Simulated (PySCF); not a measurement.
Working with the constants of NaSn

PBE constants of NaSn, ⁴Σ⁻ (quartet), unpaired electrons σ ↑, π ↑↑ (PySCF, scalar-relativistic core potentials, basis sets Na aug-cc-pVDZ, Sn aug-cc-pVDZ-PP with ECP28; masses 22.9898 and 119.9022 u):

```
ωe              : 170.7 cm⁻¹
ωexe            : 0.709 cm⁻¹
Be              : 0.10048 cm⁻¹
αe              : 0.000639 cm⁻¹
D (centrifugal) : 1.39e-07 cm⁻¹
De to Na + Sn   : 1.19 eV
```

(1) Give the vibrational terms G(v) and spacings up to v = 6.

(2) How well does the Morse estimate ωe²/(4ωexe) reproduce De, and what is D0?

These are scalar-relativistic numbers at best; spin–orbit coupling would shift them, the dissociation energy most. The state is the lowest determinant that a PBE0 search found; another state may lie lower at other levels.

Answers

(1) G(v) = ωe(v+½) − ωexe(v+½)².

```tsv
v	G(v) (cm⁻¹)	G(v) − G(v−1)	Bv (cm⁻¹)
0	85.2		0.1002
1	254.5	169.3	0.0995
2	422.3	167.9	0.0989
3	588.8	166.4	0.0982
4	753.8	165.0	0.0976
5	917.4	163.6	0.0970
6	1079.6	162.2	0.0963
```

(2) It gives 1.27 eV, 107 % of the computed De. D0 = De − G(0) = 1.19 − 0.01 = 1.18 eV.
